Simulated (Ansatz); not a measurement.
Ideal-gas functions of FHInO (`[O][InH][F]`) radical at 600 K and 1 bar, from an Ansatz frequency run at PBE0-D4/def2-TZVP.

Molar mass 150.82 g/mol, point group Cs (symmetry number 1), electronic degeneracy 2, moments of inertia 40.338, 87.459, 127.797 u Å². Harmonic wavenumbers (cm⁻¹, unscaled): 137, 404, 407, 596, 601, 1925.

Use S(trans) = R[1.5 ln M + 2.5 ln T − 1.1517]; rotational temperatures θ = 24.2544 K / I; S(rot) = R[ln(√π/σ · √(T³/θAθBθC)) + 1.5]; for each mode x = 1.438777 ν̃/T, S = R[x/(eˣ − 1) − ln(1 − e⁻ˣ)] and H = RT x/(eˣ − 1); 1 cm⁻¹ = 0.0119627 kJ/mol; R = 8.31446 J/(mol·K).

Task: By hand: the entropy, in J/(mol·K).

Result: Translation 186.0. Rotation: θ = 0.6013, 0.2773, 0.1898 K, giving 111.4. Vibration, mode by mode: 17.61, 8.90, 8.84, 6.02, 5.96, 0.47, in all 47.8. Electronic 5.8. Sum 351.0 J/(mol·K).

Task: By hand: H − E and G − E in kJ/mol, counted from the electronic energy.

Result: Zero-point energy ½ × 4070 × 0.0119627 = 24.3; thermal vibration 14.8; translation, rotation and pV give 4 RT = 20.0. H − E = 59.1 kJ/mol, and G − E = 59.1 − 600 × 351.0/1000 = -151.5 kJ/mol.

Vibration gives 14 % of the entropy, 17.6 J/(mol·K) of it from the mode under 150 cm⁻¹: soft modes count most, and the harmonic formula is weakest for them.
